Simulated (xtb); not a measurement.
bromotrifluoromethane (CBrF₃), singlet, geometry from GFN2-xTB; xtb with GFN1-xTB.

The xtb input:
```
$ xtb mol.xyz --gfn 1 --ohess --json

# file mol.xyz
5

F     -1.25521109    -0.59016274    -1.10733380
C     -0.81788382     0.01960982    -0.02293889
F     -1.31527921    -0.58708967     1.03701563
F     -1.24067541     1.26863000    -0.03657222
Br     1.12022270    -0.02685878     0.03141848
```

The log (banner, timings and long lists left out):

```
   ID    Z sym.   atoms
    1    9 F      1, 3, 4
    2    6 C      2
    3   35 Br     5

           -------------------------------------------------
          |                Calculation Setup                |
           -------------------------------------------------

           -------------------------------------------------
          |                 G F N 1 - x T B                 |
           -------------------------------------------------

          ...................................................
          :                      SETUP                      :
          :.................................................:
          :  # basis functions                  26          :
          :  # atomic orbitals                  25          :
          :  # shells                           11          :
          :  # electrons                        32          :
          :  # halogen bonds                     0          :
          :  max. iterations                   250          :
          :  Hamiltonian                  GFN1-xTB          :
          :  restarted?                      false          :
          :  GBSA solvation                  false          :
          :  PC potential                    false          :
          :  electronic temp.          300.0000000     K    :
          :  accuracy                    1.0000000          :
          :  -> integral cutoff          0.2500000E+02      :
          :  -> integral neglect         0.1000000E-07      :
          :  -> SCF convergence          0.1000000E-05 Eh   :
          :  -> wf. convergence          0.2000000E-04 e    :
          :  Broyden damping             0.4000000          :
          :  net charge                          0          :
          :  unpaired electrons                  0          :
          ...................................................

 iter      E             dE          RMSdq      gap      omega  full diag
   1    -21.2126560 -0.212127E+02  0.685E+00    6.77       0.0  T
   2    -21.4192901 -0.206634E+00  0.430E+00    4.80       1.0  T
   3    -21.4659837 -0.466937E-01  0.219E+00    5.48       1.0  T
   4    -21.4665261 -0.542326E-03  0.481E-01    5.24       1.0  T
   5    -21.4684804 -0.195436E-02  0.281E-02    5.36       1.6  T
   6    -21.4684871 -0.671833E-05  0.406E-03    5.35      11.0  T
   7    -21.4684872 -0.919214E-07  0.202E-03    5.35      22.2  T
   8    -21.4684872 -0.278493E-07  0.740E-05    5.35     604.3  T
   9    -21.4684872 -0.454037E-10  0.142E-07    5.35  100000.0  T

   *** convergence criteria satisfied after 9 iterations ***

         :::::::::::::::::::::::::::::::::::::::::::::::::::::
         ::                     SUMMARY                     ::
         :::::::::::::::::::::::::::::::::::::::::::::::::::::
         :: total energy             -21.429283366218 Eh    ::
         :: gradient norm              0.004698308351 Eh/a0 ::
         :: HOMO-LUMO gap              5.348857115750 eV    ::
         ::.................................................::
         :: SCC energy               -21.468487248150 Eh    ::
         :: -> electrostatic           0.058109552376 Eh    ::
         :: repulsion energy           0.040310060340 Eh    ::
         :: dispersion energy         -0.001106178409 Eh    ::
         :: halogen bond corr.         0.000000000000 Eh    ::
         :: add. restraining           0.000000000000 Eh    ::
         :: total charge               0.000000000000 e     ::
         :::::::::::::::::::::::::::::::::::::::::::::::::::::

      -----------------------------------------------------------
     |                   =====================                   |
     |                        A N C O P T                        |
     |                   =====================                   |
     |               Approximate Normal Coordinate               |
     |                Rational Function Optimizer                |
[...]
 * total energy  :   -21.4292834 Eh     change       -0.7105427E-14 Eh
 * total energy  :   -21.4293073 Eh     change       -0.2396763E-04 Eh
 * total energy  :   -21.4293094 Eh     change       -0.2073540E-05 Eh
   *** GEOMETRY OPTIMIZATION CONVERGED AFTER 3 ITERATIONS ***
         :: total energy             -21.429309407385 Eh    ::
[...]
   9: 45.46  10: 18.46  11: 18.46  12: 18.86  13: 14.47  14: 13.93  15: 13.93
 IR intensities (km·mol⁻¹)
   1:  0.00   2:  0.01   3:  0.01   4:  0.02   5:  0.00   6:  0.01   7:  0.55   8:  0.55
   9: 19.66  10: 11.96  11: 11.96  12: 20.75  13:324.55  14:396.36  15:396.36
 Raman intensities (Ä⁴*amu⁻¹)
   1:  0.00   2:  0.00   3:  0.00   4:  0.00   5:  0.00   6:  0.00   7:  0.00   8:  0.00
   9:  0.00  10:  0.00  11:  0.00  12:  0.00  13:  0.00  14:  0.00  15:  0.00
 output can be read by thermo (or use thermo option).
 writing <g98.out> molden fake output.
 recommended (thermochemical) frequency scaling factor: 1.0
           -------------------------------------------------
          |             Thermodynamic Functions             |
           -------------------------------------------------

c3v symmetry found (for desy threshold:  0.10E+00) used in thermo

          ...................................................
          :                      SETUP                      :
          :.................................................:
          :  # frequencies                           9      :
          :  # imaginary freq.                       0      :
          :  linear?                             false      :
          :  only rotor calc.                    false      :
          :  symmetry                              c3v      :
          :  rotational number                       3      :
          :  scaling factor                  1.0000000      :
          :  rotor cutoff                   50.0000000 cm⁻¹ :
          :  imag. cutoff                  -20.0000000 cm⁻¹ :
          :.................................................:

    mode    ω/cm⁻¹     T·S(HO)/kcal·mol⁻¹    T·S(FR)/kcal·mol⁻¹   T·S(vib)
   ------------------------------------------------------------------------
       1    272.66    -0.47086 ( 99.89%)    -0.55397 (  0.11%)    -0.47096
       2    272.66    -0.47086 ( 99.89%)    -0.55397 (  0.11%)    -0.47096
   ------------------------------------------------------------------------

   temp. (K)  partition function   enthalpy   heat capacity  entropy
                                   cal/mol     cal/K/mol   cal/K/mol   J/K/mol
 298.15  VIB   2.88                 1184.180      9.073      6.072
         ROT  0.579E+05              888.752      2.981     24.773
         INT  0.166E+06             2072.932     12.054     30.845
         TR   0.176E+28             1481.254      4.968     40.886
         TOT                        3554.1864    17.0225    71.7315   300.1247

       T/K    H(0)-H(T)+PV         H(T)/Eh          T*S/Eh         G(T)/Eh
   ------------------------------------------------------------------------
    298.15    0.566396E-02    0.193335E-01    0.340820E-01   -0.147484E-01
   ------------------------------------------------------------------------

         :::::::::::::::::::::::::::::::::::::::::::::::::::::
         ::                  THERMODYNAMIC                  ::
         :::::::::::::::::::::::::::::::::::::::::::::::::::::
         :: total free energy         -21.444057826873 Eh   ::
         ::.................................................::
         :: total energy              -21.429309407385 Eh   ::
         :: zero point energy           0.013669589985 Eh   ::
         :: G(RRHO) w/o ZPVE           -0.028418009473 Eh   ::
         :: G(RRHO) contrib.           -0.014748419488 Eh   ::
         :::::::::::::::::::::::::::::::::::::::::::::::::::::

optimized geometry written to: xtbopt.xyz

           -------------------------------------------------
          | TOTAL ENERGY              -21.429309407385 Eh   |
          | TOTAL ENTHALPY            -21.409975860846 Eh   |
          | TOTAL FREE ENERGY         -21.444057826873 Eh   |
          | GRADIENT NORM               0.000704079263 Eh/α |
          | HOMO-LUMO GAP               5.392580059082 eV   |
           -------------------------------------------------

normal termination of xtb
```
